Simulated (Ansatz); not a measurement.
The same redistribution along the group B, Al, Ga, In.

Program: Ansatz. Geometries: PBE0-D4/def2-TZVP. ΔE: electronic, gas phase. CBS: MP2 limit from def2 TZ/QZ plus the TZ coupled-cluster correction, frozen cores. This one scheme is used for every species. Elements past krypton have def2 core potentials. For Ga, In, Se, Sn outer-core shells are correlated without core-valence functions, which leaves a few kJ/mol of doubt a bond. Scalar relativity is left out up to krypton. Each species was taken in one conformer, which may not be the lowest.

| reaction | CCSD(T)/def2-SVP (kJ/mol) | CCSD(T)/CBS(def2) (kJ/mol) |
| --- | --- | --- |
| `FB[SeH]` + `[SH][SnH2][SeH]` → `[SeH][SnH2][SeH]` + `FBS` | -34 | -26 |
| `[F][AlH][SeH]` + `[SH][SnH2][SeH]` → `[SeH][SnH2][SeH]` + `[F][AlH][SH]` | -13 | -12 |
| `[F][GaH][SeH]` + `[SH][SnH2][SeH]` → `[SeH][SnH2][SeH]` + `[F][GaH][SH]` | -11 | -7 |
| `[F][InH][SeH]` + `[SH][SnH2][SeH]` → `[SeH][SnH2][SeH]` + `[F][InH][SH]` | 1 | 1 |

Largest T1 diagnostic: 0.016, for `[F][InH][SH]`.
